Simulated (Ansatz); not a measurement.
`[SH][Au]` + dimethylamine → `C[N](C)[Au]` + H₂S at 400 K and 1 bar (ligand exchange at the Au–S bond).

Isolated molecules relaxed with PBE0-D4/def2-TZVP in Ansatz; ΔE leaves out vibrations. CBS: MP2 limit from def2 TZ/QZ plus the TZ coupled-cluster correction, frozen cores. This one scheme is used for every species. def2 core potentials past Kr. For Au outer-core shells are correlated without core-valence functions, which leaves a few kJ/mol of doubt a bond.

```csv
species,CCSD(T)/CBS energy (Eh),H − E (kJ/mol),S (J/(mol·K))
`[SH][Au]`,-533.91058,38.2,287.5
`CNC`,-135.00321,264.6,293.2
`C[N](C)[Au]`,-269.89851,239.2,351.4
H₂S,-398.97279,53.4,215.9
```

H − E and S are ideal-gas, rigid-rotor, harmonic terms from PBE0-D4/def2-TZVP. 1 Eh = 2625.50 kJ/mol, R = 8.31446 J/(mol·K).

By hand: ΔE, ΔH, ΔS and ΔG.

ΔE = (-269.89851) + (-398.97279) − (-533.91058) − (-135.00321) = 0.04249 Eh = 111.6 kJ/mol. Δ(H − E) = 239.2 + 53.4 − 38.2 − 264.6 = -10.2, so ΔH = 101.4 kJ/mol. ΔS = 351.4 + 215.9 − 287.5 − 293.2 = -13.4 J/(mol·K). ΔG = 101.4 − 400 × (-13.4)/1000 = 106.8 kJ/mol.

By hand: the equilibrium constant, and the temperature at which ΔG would vanish if ΔH and ΔS stayed fixed.

log₁₀ K = −ΔG/(RT ln 10) = -13.9. ΔH and −TΔS have one sign here, so there is no such temperature.

The number of gas molecules stays the same, so ΔS is small and ΔH decides. A doubt of 5 kJ/mol in ΔE shifts log₁₀ K by 0.7 here. These are equilibria of isolated gas molecules and say nothing of rates. Largest T1 diagnostic: 0.029 (customary marks: 0.02 for closed shells, 0.045 for open ones).
